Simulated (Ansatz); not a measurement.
Basis sets compared for the cluster Zr2Se4⁺. The state is a doublet with charge 1. Geometry r2SCAN-D4/def2-SVP. Ansatz on 4 threads of Intel Xeon on a shared host; times are rough, and most runs start from earlier orbitals.

```
atom   x (Å)   y (Å)   z (Å)
 Zr1   0.998   1.364   0.435
 Zr2  -0.913  -1.464  -0.263
 Se3   2.906   1.286  -0.960
 Se4  -0.688   0.808  -1.383
 Se5   0.765  -0.896   1.542
 Se6  -3.069  -1.099   0.630
```

In the def2 sets Zr takes a core potential; there is no spin–orbit coupling. Another isomer (doublet) lies 0.18 eV lower at PBE0-D4/def2-TZVP; other spin states weren't run for this one.

```csv
level,functions,energy (Eh),HOMO (eV),LUMO (eV),wall time
PBE-D4/def2-SVP,190,-9697.7679,-9.74,-9.40,7.5 s
PBE0-D4/def2-SVP,190,-9697.9947,-10.65,-8.94,15 s
```

Estimate the rows for PBE-D4/def2-TZVP (with forces), PBE0-D4/def2-TZVP.


```json
{"level": "PBE-D4/def2-TZVP (with forces)", "functions": "272", "energy (Eh)": "-9698.9632", "HOMO (eV)": "-9.70", "LUMO (eV)": "-9.35", "wall time": "16 s"}
{"level": "PBE0-D4/def2-TZVP", "functions": "272", "energy (Eh)": "-9699.1913", "HOMO (eV)": "-10.58", "LUMO (eV)": "-8.84", "wall time": "33 s"}
```
